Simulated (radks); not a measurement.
Results of a calculation; reference values are marked as such.
Problem. Neutral ytterbium, [Xe] 4f14 6s2. Level of theory: non-relativistic Kohn-Sham, r2SCAN, spin-polarised, spherical densities, point nucleus; meta-GGA in the generalised Kohn-Sham scheme (a radial shooting solver on a logarithmic mesh with Libxc functionals). Every spin shell is full or empty, so the densities are truly spherical. Functionals are evaluated on that one density, not self-consistently. Rank these orbital-free kinetic functionals by their error against the exact value of the orbitals, and give that value: Thomas-Fermi, TF + vW, TF + vW/9, TF + vW/5, APBEK, Thakkar, Pearson, LKT, PG1, Ernzerhof.

Solution. Exact: 13392.0 hartree. From best to worst, with 100 (|E| - |E exact|)/|E exact| (equal figures are ties): APBEK -0.01, Ernzerhof -0.54, TF + vW/9 -0.76, Thakkar -0.80, Pearson -0.93, TF + vW/5 +2.54, Thomas-Fermi -4.88, PG1 +13.04, LKT +16.71, TF + vW +32.22.
